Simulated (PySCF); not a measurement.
C₂H₅BeI, SMILES C[CH2][Be][I]. Coordinates come from a PBE-D3(BJ)/def2-SVP optimisation. The def2 effective core potentials stand for the cores of I; spin–orbit coupling is left out. The values are those of a single conformer.

Question: Give the equilibrium geometry at PBE-D3(BJ)/def2-SVP (PySCF confirms it by a frequency run) as a Z-matrix, and its point group. (Estimate from the structure and the level; the computed values follow.)

Answer: This is not unique; one that fits is point group Cs.
```
C
H 1 1.1165
H 1 1.1165 2 104.01
C 1 1.5434 2 109.67 3 117.23
H 4 1.1099 1 111.90 2 -176.92
H 4 1.1099 5 106.77 1 122.74
H 4 1.1109 5 106.87 6 114.08
Be 1 1.6830 2 107.77 3 -114.23
I 8 2.1904 2 152.22 1 -179.79
```
